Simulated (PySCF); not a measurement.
C₄H₇ClSi, SMILES C1=C(Cl)C[C@@H]1[SiH3].

The structure is a stationary point at PBE-D3(BJ)/def2-SVP. The structure was generated by enumeration; whether it is a known compound was not checked.

Calculation: PBE-D3(BJ)/def2-SVP in PySCF 2.14.0.

Frequencies are harmonic and unscaled.

Computed harmonic wavenumbers and intensities:
| mode | ν (cm⁻¹) | IR (km/mol) | moving atoms (share of kinetic energy) |
|---|---|---|---|
| 1 | 82 | 0.1 | C 30 %, Si 30 %, Cl 26 %, H 15 % |
| 2 | 136 | 0.2 | H 82 %, C 12 % |
| 3 | 189 | 0.3 | C 45 %, H 43 %, Si 8 % |
| 4 | 286 | 5.1 | C 49 %, Si 24 %, H 17 %, Cl 10 % |
| 5 | 314 | 1.0 | C 63 %, H 23 %, Cl 14 % |
| 6 | 395 | 6.0 | C 49 %, H 43 % |
| 7 | 456 | 16.4 | Cl 34 %, H 33 %, C 25 % |
| 8 | 564 | 1.7 | H 38 %, C 33 %, Cl 15 %, Si 14 % |
| 9 | 616 | 26.9 | H 77 %, Si 13 %, C 10 % |
| 10 | 679 | 28.8 | H 56 %, C 32 %, Si 11 % |
| 11 | 815 | 13.6 | H 65 %, C 34 % |
| 12 | 871 | 40.5 | C 85 %, H 13 % |
| 13 | 880 | 241.6 | H 87 %, Si 8 % |
| 14 | 899 | 33.7 | H 66 %, C 31 % |
| 15 | 911 | 36.4 | H 89 % |
| 16 | 914 | 18.5 | H 75 %, C 22 % |
| 17 | 929 | 2.2 | H 57 %, C 43 % |
| 18 | 959 | 9.5 | H 55 %, C 44 % |
| 19 | 1035 | 1.1 | H 85 %, C 15 % |
| 20 | 1112 | 15.2 | H 54 %, C 45 % |
| 21 | 1114 | 6.8 | H 68 %, C 32 % |
| 22 | 1135 | 2.0 | H 71 %, C 29 % |
| 23 | 1178 | 35.2 | C 60 %, H 39 % |
| 24 | 1229 | 33.5 | C 67 %, H 33 % |
| 25 | 1390 | 3.8 | H 88 %, C 12 % |
| 26 | 1608 | 64.6 | C 94 % |
| 27 | 2154 | 93.5 | H 99 % |
| 28 | 2164 | 99.1 | H 96 % |
| 29 | 2169 | 96.6 | H 96 % |
| 30 | 2973 | 14.4 | H 92 % |
| 31 | 2984 | 15.7 | H 95 % |
| 32 | 3047 | 8.1 | H 90 %, C 10 % |
| 33 | 3158 | 4.3 | H 91 %, C 9 % |
